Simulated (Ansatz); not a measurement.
A structure relaxed at PBE-D4/def2-SVP in Ansatz, charge 0, singlet:

| atom | x (Å) | y (Å) | z (Å) |
| --- | --- | --- | --- |
| Sn1 | -0.265 | -1.666 | 1.152 |
| Sn2 | 0.342 | 0.426 | -1.138 |
| Sn3 | -1.711 | 1.178 | 0.851 |
| Sn4 | 0.836 | 1.054 | 2.049 |
| Sn5 | -2.226 | -0.905 | -1.203 |
| H6 | 1.928 | 1.052 | -1.477 |
| H7 | 1.095 | -1.139 | -0.233 |

**Question.** Give its formula.

**Answer.** the cluster Sn5H2.

**Question.** Summarise the bond lengths by kind (pairs closer than 1.2 times the sum of covalent radii, bridged metal pairs left out).

**Answer.** 8 × Sn–Sn 2.82 to 3.29 Å; 3 × H–Sn 1.74 to 2.01 Å.

In the def2 sets Sn takes a core potential; there is no spin–orbit coupling. The restricted singlet is unstable towards broken spin symmetry in Hartree–Fock (as tested in another run); at PBE-D4/def2-SVP this wasn't settled. Another isomer (singlet) lies 0.15 eV lower at PBE0-D4/def2-TZVP; other spin states weren't run for this one.
